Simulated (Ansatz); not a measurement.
Relaxation of F3GeH4NO (10 atoms, charge 0, multiplicity 1), to a largest force component of 0.03 eV/Å in at most 50 steps.

Computed with RKS PBE0-D4/def2-SVP in Ansatz 0.2.0.

```xyz
10
Properties=species:S:1:pos:R:3:forces:R:3
Ge 0.186 -0.616 -0.332 0.37 -0.94 1.13
O 0.563 0.174 2.499 -0.34 -0.76 -0.18
H -0.187 0.776 2.425 0.00 -0.01 -0.01
F 1.307 0.618 -0.716 0.00 -0.04 -0.01
F -1.210 0.172 0.288 0.03 -0.02 -0.04
F -0.336 -1.304 -1.816 0.03 0.01 0.02
N 0.782 -1.992 0.774 -0.47 1.06 -0.94
H 0.917 -2.849 0.243 0.03 -0.04 -0.02
H 1.653 -1.716 1.223 0.05 -0.02 0.03
H 0.138 -0.713 2.527 0.30 0.76 0.03
```

Question: Where does it end, and by what steps?

Answer: It converged. After 13 steps the energy has fallen by 0.328 eV; H3 moved furthest, 1.08 Å.

```csv
step,energy less start (eV),largest force component (eV/Å),accepted
0,0.0000,1.128,yes
1,-0.0446,1.453,yes
2,-0.1095,1.616,yes
3,-0.1333,1.779,yes
4,-0.1795,0.903,yes
5,-0.2512,0.273,yes
6,-0.2118,1.884,no
7,-0.2708,0.144,yes
8,-0.2846,0.386,yes
9,-0.2936,0.877,yes
10,-0.3205,0.319,yes
11,-0.3256,0.220,yes
12,-0.3276,0.104,yes
13,-0.3283,0.009,yes
```

```xyz
10
Properties=species:S:1:pos:R:3
Ge 0.105 -0.713 -0.036
O 0.463 -0.018 2.206
H 0.809 0.863 2.008
F 0.927 0.808 -0.201
F -1.491 -0.353 0.532
F -0.208 -1.091 -1.691
N 0.910 -2.176 0.564
H 1.305 -2.790 -0.139
H 1.452 -2.107 1.415
H -0.460 0.127 2.456
```

Time of the run: 39 s on 4 threads of Arm Neoverse V1, with other jobs on the host, peak memory 0.33 GiB.
